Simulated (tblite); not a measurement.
Species: C3H8F4Si3.
SMILES with atom numbers: `[F:1][CH:2]([F:3])[C:4]([F:5])([F:6])[Si@@H:7]1[CH2:8][SiH2:9][SiH2:10]1` (hydrogens: H11 on C2; H12 on Si7; H13, H14 on C8; H15, H16 on Si9; H17, H18 on Si10)

Computed with GFN2-xTB (tblite), gas phase: L-BFGS steps from a force-field or distance-geometry start until the largest atomic force falls under 0.01 eV/Å.

The end geometry, which sets the zero of energy:
```
atom  x, y, z in Å
F1     -3.0705   -1.3838   -0.3915
C2     -2.6522   -0.1775   -0.8311
F3     -2.2269   -0.3654   -2.1022
C4     -1.4868    0.3083    0.0222
F5     -1.9769    0.5988    1.2638
F6     -1.0922    1.5189   -0.4918
Si7     0.0232   -0.9294    0.0774
C8      1.3068    0.0285    1.1467
Si9     2.4193    0.8749   -0.1952
Si10    1.3266   -0.4561   -1.8140
H11    -3.5110    0.5096   -0.8454
H12    -0.6007   -2.0874    0.7304
H13     1.8884   -0.6600    1.7574
H14     0.8597    0.7327    1.8456
H15     2.2110    2.3248   -0.2255
H16     3.8469    0.6684    0.0832
H17     2.0554   -1.6292   -2.3200
H18     0.6713    0.1301   -2.9863
```

**Question.** These geometries come from the run, each turned onto the end geometry. Order them by energy, lowest first.
A.
```
atom  x, y, z in Å
F1     -3.0458   -1.5355   -0.0323
C2     -2.8559   -0.3420   -0.6378
F3     -2.6664   -0.6056   -1.9508
C4     -1.6037    0.3252   -0.0722
F5     -1.9019    0.7335    1.1989
F6     -1.4067    1.4882   -0.7718
Si7     0.0305   -0.7526   -0.1323
C8      1.2171    0.1742    1.0723
Si9     2.6595    0.7284   -0.0940
Si10    1.5132   -0.2890   -1.8756
H11    -3.7744    0.2571   -0.5171
H12    -0.4469   -2.0574    0.3329
H13     1.5664   -0.4602    1.8854
H14     0.7211    1.0178    1.5518
H15     2.8460    2.1815   -0.1194
H16     3.9325    0.1665    0.3738
H17     2.1081   -1.5095   -2.4407
H18     1.0986    0.4857   -3.0474
```
B.
```
atom  x, y, z in Å
F1     -3.1203   -1.4233   -0.1379
C2     -2.7139   -0.3073   -0.7792
F3     -2.2928   -0.7046   -2.0042
C4     -1.5410    0.3182   -0.0334
F5     -1.9822    0.6917    1.2033
F6     -1.2368    1.4976   -0.6679
Si7     0.0258   -0.8454    0.0246
C8      1.2804    0.0969    1.1393
Si9     2.5585    0.7867   -0.1457
Si10    1.3492   -0.3165   -1.8396
H11    -3.5781    0.3622   -0.9011
H12    -0.5512   -2.0448    0.6413
H13     1.7511   -0.5734    1.8554
H14     0.8257    0.8831    1.7398
H15     2.6029    2.2531   -0.1271
H16     3.9206    0.3356    0.1788
H17     1.9679   -1.4677   -2.5108
H18     0.7258    0.4639   -2.9117
```
C.
```
atom  x, y, z in Å
F1     -3.0750   -1.4943   -0.0555
C2     -2.8092   -0.3417   -0.7070
F3     -2.5461   -0.6766   -1.9915
C4     -1.5815    0.3201   -0.0865
F5     -1.9254    0.7163    1.1759
F6     -1.3614    1.4921   -0.7649
Si7     0.0327   -0.7940   -0.0703
C8      1.2503    0.1457    1.0934
Si9     2.6409    0.7637   -0.1036
Si10    1.4490   -0.2785   -1.8627
H11    -3.7131    0.2837   -0.6866
H12    -0.5024   -2.0170    0.5391
H13     1.6441   -0.5078    1.8687
H14     0.7643    0.9620    1.6257
H15     2.7916    2.2209   -0.0326
H16     3.9437    0.1726    0.2436
H17     2.0739   -1.4553   -2.4756
H18     0.9151    0.4943   -2.9860
```
D.
```
atom  x, y, z in Å
F1     -3.1644   -1.3682   -0.2757
C2     -2.6917   -0.2264   -0.8182
F3     -2.2567   -0.5483   -2.0601
C4     -1.5212    0.2941    0.0099
F5     -1.9993    0.5859    1.2553
F6     -1.1613    1.5078   -0.5225
Si7     0.0301   -0.8908    0.0543
C8      1.3039    0.0653    1.1398
Si9     2.4884    0.8510   -0.1780
Si10    1.3434   -0.3993   -1.8246
H11    -3.5210    0.4910   -0.9152
H12    -0.5530   -2.0824    0.6847
H13     1.8416   -0.6228    1.7907
H14     0.8544    0.8014    1.8039
H15     2.3902    2.3133   -0.1975
H16     3.8929    0.5451    0.1292
H17     2.0148   -1.5771   -2.3909
H18     0.7005    0.2666   -2.9613
```
E.
```
atom  x, y, z in Å
F1     -3.0094   -1.5262   -0.0280
C2     -2.8531   -0.3289   -0.6422
F3     -2.6993   -0.6041   -1.9603
C4     -1.5946    0.3408   -0.0910
F5     -1.8928    0.7314    1.1936
F6     -1.4395    1.5192   -0.7623
Si7     0.0409   -0.7499   -0.1540
C8      1.2053    0.1972    1.0713
Si9     2.6432    0.7056   -0.1088
Si10    1.5299   -0.2951   -1.8811
H11    -3.7744    0.2813   -0.4997
H12    -0.3427   -2.1212    0.2562
H13     1.5267   -0.4602    1.8806
H14     0.7429    1.0399    1.5951
H15     2.7689    2.1663   -0.2196
H16     3.8904    0.0754    0.3476
H17     2.1713   -1.5640   -2.3106
H18     1.0777    0.5987   -2.9633
```

**Answer.** D (0.005 eV), B (0.013 eV), C (0.035 eV), A (0.060 eV), E (0.181 eV).

In the order of the answer:

```
step  E above end (eV)  largest force (eV/Å)  rms force component (eV/Å)  rms distance from end (Å)  rms bond change (Å)  bond most changed (Å)
  96             0.005                  0.03                       0.011                      0.102                0.001          Si7–C8 +0.002
  74             0.013                  0.07                       0.017                      0.230                0.002        Si9–Si10 -0.008
  36             0.035                  0.13                       0.035                      0.338                0.003          C4–Si7 +0.008
  16             0.060                  0.11                       0.035                      0.403                0.005        Si9–Si10 -0.013
   7             0.181                  0.44                       0.162                      0.418                0.014        Si9–Si10 -0.044
```

What follows is the cost of the whole relaxation. The run took 2.5 s of wall time on one thread, Arm Neoverse N1 (aarch64), no GPU, shared host.
